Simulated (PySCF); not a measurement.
**Finite-field polarisability of Sr (strontium, neutral)**

[Kr] 5s2, closed-shell 1S. All numbers are calculated (PySCF 2.14, scalar relativity through the core potential, in def2-QZVPPD with the def2 core potential (28 electrons) (7s5p4d3f, 63 functions)). Frozen: nothing. Energy changes in a uniform field (μhartree):

| axis | F (au) | HF | MP2 | CCSD | CCSD(T) |
| --- | --- | --- | --- | --- | --- |
| x | 0.00093 | -100.587 | -74.770 | -88.572 | -86.913 |
| x | 0.00186 | -402.666 | -299.349 | -354.469 | -347.829 |

Derive α along x at CCSD(T) from the two fields.

With ΔE = −αF²/2 − γF⁴/24, α = −(16 ΔE(F) − ΔE(2F))/(6F²) = 200.9 bohr³.

And the mean polarisability at each level?

HF 232.5, MP2 172.8, CCSD 204.8, CCSD(T) 200.9 bohr³. Reference: 197.2 ± 0.2 bohr³ (recommended; Schwerdtfeger and Nagle, table of static dipole polarizabilities (2023 update)).
